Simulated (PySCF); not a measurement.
**Electronic absorption of Be(OH)2**

Species: Be(OH)2.
Bonds: Be1–O2, Be1–O4. Hydrogens: H3 on O2; H5 on O4.

Method: TDDFT wB97X-D/def2-SVPD, vertical, gas phase, core orbitals frozen in the response (PySCF). Isolated species at its PBE0-D3(BJ)/def2-SVP geometry, gas phase.

| state | E (eV) | E (kJ/mol) | λ (nm) | f | \|μ\| (D) | symmetry | main configurations (H = HOMO, L = LUMO) |
| --- | --- | --- | --- | --- | --- | --- | --- |
| S1 | 7.53 | 726 | 164.8 | 0.0000 | 0.00 | – | H-1/H→L (≥90%) |
| S2 | 7.53 | 726 | 164.7 | 0.0000 | 0.02 | – | H-1/H→L (≥90%) |
| S3 | 8.13 | 784 | 152.6 | 0.135 | 2.09 | Πu | H-3/H-2→L (≥45%), H-1/H→L+1 (≥45%) |
| S4 | 8.13 | 784 | 152.6 | 0.135 | 2.09 | Πu | H-3/H-2→L (≥45%), H-1/H→L+1 (≥45%) |
| S5 | 8.94 | 863 | 138.7 | 0.0000 | 0.00 | – | H-1/H→L+3 (≥47%), H-1/H→L+2 (≥39%) |
| S6 | 8.96 | 864 | 138.4 | 0.0000 | 0.00 | – | H-1/H→L+2 (≥44%), H-1/H→L+3 (≥44%) |
| S7 | 8.96 | 864 | 138.4 | 0.0000 | 0.00 | – | H-1/H→L+2 (≥47%), H-1/H→L+3 (≥40%) |
| S8 | 9.07 | 875 | 136.7 | 0.025 | 0.85 | Πu | H-3/H-2→L (≥47%), H-1/H→L+1 (≥42%) |
| S9 | 9.07 | 875 | 136.7 | 0.025 | 0.85 | Πu | H-3/H-2→L (≥47%), H-1/H→L+1 (≥42%) |

Triplets, Tamm–Dancoff:

| state | E (eV) | λ (nm) | main configurations (H = HOMO, L = LUMO) |
| --- | --- | --- | --- |
| T1 | 7.32 | 169.4 | H-1/H→L (≥86%) |
| T2 | 7.32 | 169.4 | H-1/H→L (≥86%) |
| T3 | 7.82 | 158.6 | H-3/H-2→L (≥48%), H-1/H→L+1 (≥38%) |
| T4 | 7.82 | 158.6 | H-3/H-2→L (≥48%), H-1/H→L+1 (≥38%) |

The lowest singlet level (S1/S2) lies at 7.53 eV (165 nm, vacuum ultraviolet) and is dark (f under 0.0005). The most intense listed level is S3/S4 at 8.13 eV (153 nm, f = 0.270 summed), 0.60 eV above S1. S1/S2, S3/S4, S6/S7 and S8/S9 lie within about 0.01 eV of each other in each set; the point group D∞h has degenerate representations, and within a degenerate level the listed configurations can mix freely. Löwdin shares by element: HOMO (one of a set within 0.03 eV) oxygen 92%; LUMO beryllium 75%, oxygen 18%. Orbital energies (eV): HOMO-3 -11.68, HOMO-2 -11.68, HOMO-1 -10.79, HOMO -10.79, LUMO 1.36, LUMO+1 1.55, LUMO+2 2.04. Weighted by f, the mean energy of these states is 8.27 eV. The listed states span 1.55 eV, and the widest gap between neighbours is 0.81 eV (S4 to S5). Symmetry labels in D∞h follow from the direction of the transition dipole and are given only for states with f of 0.002 or more. Orbitals of the list HOMO-3 to LUMO+2 that lie within 0.01 eV of each other are written together with a slash and their weights summed (≥ marks a lower bound); for degenerate orbitals outside that list single weights are arbitrary. The window holds the lowest 10 singlets. The highest level found (9.36 eV, f 0.0000 so far) is left out, since the window may have cut off a degenerate partner.

Hardware: one thread, Arm Neoverse V1, shared host. Cost: 2.5 s.
